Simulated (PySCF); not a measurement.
Electronic absorption of C3H9N3Si2

Species: C₃H₉N₃Si₂.
Atom-mapped SMILES: `[N:1]#[C:2][C@@H:3]1[CH2:4][Si@H:5]1[SiH:6]([NH2:7])[NH2:8]` (hydrogens: H9 on C3; H10, H11 on C4; H12 on Si5; H13 on Si6; H14, H15 on N7; H16, H17 on N8)

Cartesian coordinates in Å at the GFN2-xTB level; atoms count from 1:
```xyz
17
C3H9N3Si2 angstrom
N      3.7886    1.3725   -1.7414
C      2.6634    1.2916   -1.5208
C      1.3003    1.1590   -1.2203
C      0.7656    1.9519   -0.0223
Si     0.7773    0.0916    0.2947
Si    -1.1358   -1.1468    0.0888
N     -2.4444   -0.1983    0.6815
N     -0.8137   -2.5179    1.0930
H      0.6737    1.1489   -2.1047
H     -0.1623    2.4754   -0.2081
H      1.4943    2.5917    0.4569
H      1.9748   -0.2834    1.0519
H     -1.5694   -1.4822   -1.2780
H     -2.3508    0.2878    1.5579
H     -3.3890   -0.5312    0.5783
H     -1.5807   -3.1144    1.3607
H      0.0010   -3.0841    0.9219
```

Computed with PySCF, TDDFT PBE0/def2-SVPD, vertical, gas phase, core orbitals frozen in the response.

```
state  E (eV)  E (kJ/mol)  λ (nm)       f  |μ| (D)  main configurations (H = HOMO, L = LUMO)
   S1    5.33         514   232.8   0.196     3.12                    H→L (83%), H-1→L (12%)
   S2    5.50         531   225.5   0.027     1.13        H→L+1 (58%), H-1→L (29%), H→L (8%)
   S3    5.57         538   222.5   0.022     1.03                  H-1→L (56%), H→L+1 (35%)
   S4    5.83         563   212.6  0.0011     0.22                               H-2→L (98%)
   S5    6.01         580   206.2  0.0043     0.43                             H-1→L+1 (89%)
   S6    6.16         595   201.1   0.033     1.20                               H-3→L (88%)
   S7    6.49         626   191.1  0.0003     0.10                  H→L+2 (41%), H→L+4 (41%)
   S8    6.62         639   187.2   0.034     1.17                             H-2→L+1 (88%)
```

Triplets, Tamm–Dancoff:

| state | E (eV) | λ (nm) | main configurations (H = HOMO, L = LUMO) |
| --- | --- | --- | --- |
| T1 | 4.11 | 301.5 | H→L (92%) |
| T2 | 4.99 | 248.5 | H-1→L (80%) |
| T3 | 5.34 | 232.2 | H→L+1 (88%) |

The lowest singlet lies at 5.33 eV (233 nm, ultraviolet) and is strong; its leading configuration is HOMO→LUMO (83%). The lowest level is also the most intense of those listed (f = 0.196). Löwdin shares by element: HOMO carbon 36% or more, silicon 23% or more, nitrogen 16% or more (atoms not listed hold the other 24%); LUMO silicon 53%, carbon 17% or more (atoms not listed hold the other 30%). Of the 8 states listed, 5 reach f = 0.01 and 1 stays under 0.0005. The oscillator strengths of these states sum to 0.319; summed over the whole spectrum of an exact calculation they would give the number of electrons, 76 (Thomas–Reiche–Kuhn). Weighted by f, the mean energy of these states is 5.60 eV. The window holds the lowest 8 singlets.

One conformer stands for the species.
